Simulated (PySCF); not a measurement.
Cd(F)(OMe) (CH3CdFO), SMILES [F][Cd][O]C.

Geometry: PBE0-D3(BJ)/def2-SVP. The def2 effective core potentials stand for the cores of Cd; spin–orbit coupling is left out. Other conformers were not sampled.

Computed with TDDFT-PBE0/def2-SVPD (PySCF 2.14.0).

Vertical excitations. Gas-phase values at a fixed geometry. State labels are in the subgroup Cs.

Estimate the UV-visible absorptions. (Estimate from the structure and the level; the computed values follow.)


```
state  symmetry  energy (eV)  λ (nm)      f          main pairs
-----  --------  -----------  ------  -----  ------------------
S1           A"         4.11     301  0.003      HOMO→LUMO 99 %
S2           A'         5.02     247  0.091    HOMO−1→LUMO 93 %
S3           A"         5.97     208  0.003    HOMO→LUMO+1 99 %
S4           A'         6.26     198  0.062    HOMO→LUMO+2 88 %
S5           A'         6.40     194  0.010    HOMO−2→LUMO 93 %
S6           A"         6.43     193  0.009    HOMO−3→LUMO 95 %
S7           A'         6.55     189  0.011  HOMO−1→LUMO+1 91 %
S8           A"         6.59     188  0.027  HOMO−1→LUMO+2 96 %
S9           A"         7.53     165  0.008    HOMO→LUMO+3 99 %
S10          A'         7.59     163  0.065    HOMO−4→LUMO 80 %
T1           A"         3.74     332      0      HOMO→LUMO 97 %
T2           A'         4.10     302      0    HOMO−1→LUMO 97 %
T3           A'         5.85     212      0    HOMO→LUMO+2 96 %
T4           A"         5.90     210      0    HOMO→LUMO+1 97 %
```
Triplets are in the Tamm–Dancoff approximation, which puts them higher than full response would, so one can lie above its singlet here.
